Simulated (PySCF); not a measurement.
C3H6F2Si, SMILES [SiH2]([C@H]1[C@@H](F)C1)F. Atoms are numbered in the order given.

```xyz
12

F      2.1923    -0.7197    -1.0307
Si     1.2351    -0.0291     0.0930
C     -0.4997    -0.6469    -0.1688
C     -1.5085     0.2117    -0.9215
C     -1.6274     0.0256     0.5406
F     -1.3157     1.0805     1.3451
H      1.7617    -0.4389     1.4237
H      1.3067     1.4451    -0.0912
H     -0.5882    -1.7331    -0.2885
H     -2.2331    -0.2789    -1.5767
H     -1.1725     1.1955    -1.2632
H     -2.4414    -0.5728     0.9620
```
Charge 0, spin multiplicity 1.

Geometry: PBE0-D3(BJ)/def2-SVP. The structure was generated by enumeration; whether it is a known compound was not checked. Other conformers were not sampled.

Computed with PBE/pcSseg-1 run with PySCF.

GIAO shieldings, no solvent; atoms listed in one row are averaged. δ = σ(ref) − σ: ¹⁹F against CFCl3 (σ = 133.6 ppm); ²⁹Si against TMS (σ = 335.4 ppm); ¹³C against TMS (σ = 182.0 ppm); ¹H against TMS (σ = 31.49 ppm), references at their B3LYP-D3(BJ)/def2-TZVP geometries, non-relativistic.

Computed chemical shifts:
| nucleus | atoms | count | δ (ppm) |
|---|---|---|---|
| ¹⁹F | F1 | 1 | -250.9 |
| ¹⁹F | F6 | 1 | -256.2 |
| ²⁹Si | Si2 | 1 | 17.1 |
| ¹³C | C5 | 1 | 78.2 |
| ¹³C | C4 | 1 | 17.3 |
| ¹³C | C3 | 1 | 10.1 |
| ¹H | H7 | 1 | 5.90 |
| ¹H | H8 | 1 | 5.36 |
| ¹H | H12 | 1 | 4.92 |
| ¹H | H11 | 1 | 1.43 |
| ¹H | H10 | 1 | 1.30 |
| ¹H | H9 | 1 | 0.52 |
